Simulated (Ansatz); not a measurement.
Basis sets compared for Sn13OH18. Charge 0, multiplicity 1. Geometry r2SCAN-D4/def2-SVP. Ansatz on 2 threads of AMD EPYC 7R13 on a shared host and a share (18 GiB) of an NVIDIA H100 80GB HBM3; times are rough, and most runs start from earlier orbitals.

```xyz
32

Sn    1.991   -2.768   -0.238
Sn   -2.589    2.439   -2.688
Sn    0.860    0.264   -2.191
Sn   -2.866   -1.883   -0.693
Sn    0.445   -1.591    3.153
Sn    0.289    1.584    0.507
Sn    4.290    1.026    1.101
Sn   -3.172   -0.299   -2.982
Sn   -0.741   -3.271    0.272
Sn    2.998   -1.351    1.984
Sn   -1.856    3.317   -0.123
Sn    3.336    2.753   -1.096
Sn   -1.783   -0.502    1.624
O     2.554    1.251   -2.253
H     1.721   -1.607   -1.576
H     2.626   -4.109   -1.121
H    -3.918    3.246   -3.433
H    -1.241    2.663   -3.749
H    -4.310   -2.643   -0.142
H     0.298   -3.186    3.808
H     0.222   -0.524    4.497
H     0.770    1.875    2.151
H     5.851    0.307    0.828
H     4.508    1.782    2.651
H    -2.239   -1.041   -4.222
H    -4.833   -0.562   -3.369
H    -1.184   -4.558    1.325
H     3.985   -2.538    2.778
H    -1.499    4.993   -0.317
H    -3.258    3.209    0.870
H     1.646    2.899   -0.155
H    -2.902   -1.174    2.800
```

In the def2 sets Sn takes a core potential; there is no spin–orbit coupling. Single mean-field runs in def2-SVP, def2-TZVP are fitted with def2-universal-jkfit.

Binding counts from free atoms (Sn triplet, O triplet, H doublet) in the same basis, without a counterpoise term.

| level | functions | energy (Eh) | HOMO (eV) | LUMO (eV) | binding per atom (eV) | wall time |
| --- | --- | --- | --- | --- | --- | --- |
| PBE-D4/def2-SVP | 442 | -2871.9402 | -4.94 | -3.22 | 2.45 | 8 s |
| PBE0-D4/def2-SVP | 442 | -2872.0649 | -5.63 | -2.71 | 2.41 | 7.5 s |

Problem. Estimate the rows for PBE-D4/def2-TZVP (with forces), PBE0-D4/def2-TZVP.

Solution. 
```csv
level,functions,energy (Eh),HOMO (eV),LUMO (eV),binding per atom (eV),wall time
PBE-D4/def2-TZVP (with forces),789,-2872.1436,-5.02,-3.29,2.47,13 s
PBE0-D4/def2-TZVP,789,-2872.2573,-5.67,-2.74,2.43,15 s
```
